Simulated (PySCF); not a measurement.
A species of formula C2H10BNSi has this rotational fingerprint, computed with PySCF, PBE0-D3(BJ)/def2-SVP geometry optimisation, gas phase:

| Quantity | Value |
| --- | --- |
| Rotational constants | A = 5172, B = 2246, C = 1774 MHz |
| Dipole components | \|μa\| = 1.81 D, \|μb\| = 0.00 D, \|μc\| = 0.46 D |
| Inertial defect | -37.75 u·Å² |
| κ | -0.72 |

Question: Which candidate fits, each taken in the one conformer that was computed?
A. `[CH3:1][B:2]([CH3:3])[SiH2:4][NH2:5]` with C1–B2–Si4–N5 -166°, B2–Si4–N5–H 53° and -172°
B. `[CH3:1][SiH:2]([CH3:3])[BH:4][NH2:5]` with C1–Si2–B4–N5 -119°

Answer: B. It is C[SiH](C)BN, an asymmetric top, point group Cs. The candidates at the same level (rigid rotor, commonest isotopes):

| SMILES | A (MHz) | B (MHz) | C (MHz) | μa (D) | μb (D) | μc (D) | Δ (u·Å²) | point group | rotor |
| --- | --- | --- | --- | --- | --- | --- | --- | --- | --- |
| CB(C)[SiH2]N | 5564 | 2303 | 1717 | 0.14 | 0.78 | 0.88 | -15.90 | C1 | asymmetric top |
| C[SiH](C)BN | 5172 | 2246 | 1774 | 1.81 | 0.00 | 0.46 | -37.75 | Cs | asymmetric top |

`CB(C)[SiH2]N` has A 8 % too high. In the right answer the mirror of this Cs structure is the ac plane, so μb vanishes by symmetry. No structure here is proved a minimum.
